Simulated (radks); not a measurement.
Problem. All-electron atom: Mn in [Ar] 3d5 4s1 5f1 (not the ground configuration). Calculated with a radial shooting solver on a logarithmic mesh with Libxc functionals: scalar-relativistic Kohn-Sham, PBE, spin-polarised, spherical densities, point nucleus; open shells are filled with parallel spins first. Some entries of the table are withheld. Estimate them.

orbital,occ.,eigenvalue (eV),<1/r> (bohr^-1)
1s up,1,-6435.478,24.93
1s down,1,-6435.457,24.93
2s up,1,-750.6736,5.300
2s down,1,-748.5649,5.310
2p up,3,-636.6883,5.198
2p down,3,-635.0790,5.207
3s up,1,(1),1.661
3s down,1,(2),1.654
3p up,3,-63.0964,1.522
3p down,3,-57.8601,1.514
3d up,5,-15.1336,1.151
4s up,1,-11.4019,0.4746
5f up,1,(3),(4)

Solution. 
(1) 3s up eigenvalue (eV): -94.3771
(2) 3s down eigenvalue (eV): -89.0714
(3) 5f up eigenvalue (eV): -0.4048
(4) 5f up <1/r> (bohr^-1): 0.04517
